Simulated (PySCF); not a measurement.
AsHF: one-bond stretch

Level of theory: UPBE0/[As def2-TZVP, H def2-TZVP, F def2-TZVP], no relativity, density fitting, PySCF.

Rigid scan from the doublet minimum (As–F 1.747 Å, As–H 1.536 Å; F–As–H 94.2°). Coordinate: the bond from As to the last atom (F) scaled, the rest fixed. Energies in kJ/mol from the minimum.

Problem. Predict the curve at 0.92, 0.96, 1.00, 1.05, 1.12, 1.20, 1.35, 1.55, 1.80, 2.20.

Solution. 
```csv
scale of one bond,E (kJ/mol),dipole size (D),⟨S²⟩
0.92,32.4,0.98,0.75
0.96,7.1,1.39,0.75
1.00,0.0,1.79,0.75
1.05,8.3,2.28,0.75
1.12,39.3,2.93,0.75
1.20,88.2,3.61,0.76
1.35,187.7,4.71,0.77
1.55,305.7,–,0.78
1.80,409.9,–,0.76
2.20,420.5,–,1.56
```

Spin contamination is strong at 2.20, so these points are less reliable.

Other isomers or separated fragments may lie lower.

The scan took 26 s on 2 threads of a shared Intel Xeon 6975P-C (Granite Rapids) host; the process peaked at 0.81 GiB. Launch command: `OMP_NUM_THREADS=2 python axn.py task.json out`.
